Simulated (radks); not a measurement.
Problem. Coulomb parameter of the 4d shell of the molybdenum ion Mo3+ in the model configuration [Kr] 4d2 5p1, as a second difference U = [E(n + 0.5) + E(n - 0.5) - 2 E(n)] / (0.5)^2 with all orbitals relaxed. "Bare": the charge of the atom changes with n. "Screened": the 5p shell takes up the change at fixed total charge, which measures U(4d,4d) + U(5p,5p) - 2 U(4d,5p). Method: scalar-relativistic Kohn-Sham, SCAN, spin-unpolarised, spherical densities, finite nucleus; meta-GGA in the generalised Kohn-Sham scheme; Fermi nuclear charge, rms radius 4.4091 fm; computed with a radial shooting solver on a logarithmic mesh with Libxc functionals. Estimate both.

Solution. U(bare) = 12.918 eV, U(screened by 5p) = 2.035 eV, against the Slater integral F0(4d,4d) = 15.892 eV with frozen orbitals.
